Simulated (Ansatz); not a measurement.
Problem. Predict a relaxed structure of the cluster Al₃O₃⁺, charge 1, singlet, at r2SCAN-D4/def2-SVP (Ansatz).

Solution. 
```csv
atom,x (Å),y (Å),z (Å)
Al1,-0.899,-0.698,-1.307
Al2,0.758,-1.025,1.175
Al3,0.142,1.722,0.132
O4,-0.139,-1.696,-0.130
O5,0.886,0.687,1.287
O6,-0.747,1.009,-1.157
```
Point group D3h (tolerance 0.1 Å). This is one stationary point.

The restricted singlet is unstable towards broken spin symmetry in Hartree–Fock (as tested in another run); at r2SCAN-D4/def2-SVP this wasn't settled. The structure comes from a short search, and lower isomers may exist.
